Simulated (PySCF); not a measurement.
HSi, SMILES [SiH] (connectivity only; charge and spin as stated), neutral, multiplicity 2. Atoms are numbered in the order given.

```xyz
2

Si     0.0000     0.0000    -0.1020
H      0.0000     0.0000     1.4276
```
Charge 0, spin multiplicity 2.

The structure is a stationary point at r2SCAN-D4/def2-TZVPD.

Computed with M06-2X/def2-TZVPD (PySCF).

```
Quantity                                                          Result
-----------------------------------------------  -----------------------
total energy                                          -289.96580 hartree
point group                                                          C∞v
α spin, highest occupied and lowest empty level       -6.13 and -2.30 eV
β spin, highest occupied and lowest empty level       -8.53 and -2.12 eV
dipole moment                                                     0.10 D
⟨S²⟩                                             0.754 (pure state 0.75)
```
